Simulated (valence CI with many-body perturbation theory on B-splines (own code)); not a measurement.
The numbers below are computed, except where a source is named.
Ladder of approximations for Ba XXXVI

Method: relativistic CI+MBPT: three valence electrons over a frozen Dirac-Fock core [Ar], radial functions for each j: 9 s, 9 p, 10 d, 8 f, 5 g, 3 h, 1 i, with the one-electron correlation potential Σ1 (screened to all orders), the two-electron term Σ2, the three-electron term Σ3, Breit, model QED; selected single and double excitations, second order for the rest (own B-spline code, finite nucleus).

No measured spectrum was set against this ion. As an estimate, large intervals hold to a few tenths of a per cent, small ones and those within an open d or f shell to about a per cent. Only levels of the ground parity were solved; by the run's estimate the other parity begins above the list, which can be wrong where configurations are misplaced.

Each rung adds one term. CI alone is the Dirac-Coulomb CI over the frozen core; QED comes last and gives the full result, which names the levels. Energies are above (3d3/2^3) J=3/2 on the same rung, in cm⁻¹.

Levels are named by their leading jj configuration (3d3/2^4 stands for four electrons in 3d with j = 3/2), which in mixed levels can hold well under half, so a name can repeat and another be missing. Letters in brackets count levels of one name in rising energy.

| Level | CI alone | Σ1 | Σ2 | Σ3 | Breit | QED | Full |
| --- | --- | --- | --- | --- | --- | --- | --- |
| (3d3/2^2 3d5/2) J=5/2 [a] | 112737 | +887 | +2145 | +205 | -5001 | +419 | 111393 |
| (3d3/2^2 3d5/2) J=3/2 | 158864 | +841 | -2004 | +1010 | -3701 | +376 | 155386 |
| (3d3/2^2 3d5/2) J=7/2 | 164414 | +1038 | +1522 | +27 | -8265 | +473 | 159208 |
| (3d3/2^2 3d5/2) J=9/2 | 177876 | +966 | +1712 | -167 | -9566 | +432 | 171252 |
| (3d3/2^2 3d5/2) J=1/2 | 185876 | +921 | -3383 | +1199 | -4685 | +405 | 180334 |
| (3d3/2^2 3d5/2) J=5/2 [b] | 281268 | +1326 | -3270 | +315 | -6594 | +577 | 273622 |
| (3d3/2 3d5/2^2) J=7/2 [a] | 285747 | +1760 | +2336 | -181 | -10306 | +805 | 280161 |
| (3d3/2 3d5/2^2) J=9/2 | 304085 | +1873 | +3127 | +344 | -13251 | +854 | 297031 |
| (3d3/2 3d5/2^2) J=3/2 [a] | 333833 | +1866 | -1300 | -318 | -8299 | +838 | 326620 |
| (3d3/2 3d5/2^2) J=1/2 | 348695 | +1902 | -2730 | +1707 | -9189 | +849 | 341234 |
| (3d3/2 3d5/2^2) J=11/2 | 364207 | +1926 | +2702 | +281 | -15590 | +854 | 354379 |
| (3d3/2 3d5/2^2) J=5/2 [a] | 384800 | +1785 | -4379 | -656 | -9139 | +784 | 373194 |
| (3d3/2 3d5/2^2) J=5/2 [b] | 402371 | +1934 | -3277 | +132 | -9244 | +827 | 392744 |
| (3d3/2 3d5/2^2) J=7/2 [b] | 422556 | +1928 | -4007 | +683 | -11821 | +830 | 410168 |
| (3d5/2^3) J=9/2 | 467462 | +2802 | +3302 | -276 | -16634 | +1273 | 457929 |
| (3d5/2^3) J=3/2 | 479819 | +2464 | -2536 | +1076 | -10905 | +1089 | 471007 |
| (3d3/2 3d5/2^2) J=3/2 [b] | 582891 | +2514 | -7115 | +150 | -10644 | +1064 | 568860 |
| (3d5/2^3) J=5/2 | 617319 | +2823 | -4460 | +147 | -12368 | +1216 | 604677 |

The middle columns are the shifts that each term adds.

Question: How does the ionisation energy move along the ladder, and which term matters most?

Answer: CI alone 2343.8, + Σ1 2346.4, + Σ2 2352.0, + Σ3 2352.0, + Breit 2350.5, + QED 2350.6 eV. The largest step is Σ2, 5.5 eV. NIST lists 2349 ± 5 eV (theoretical).
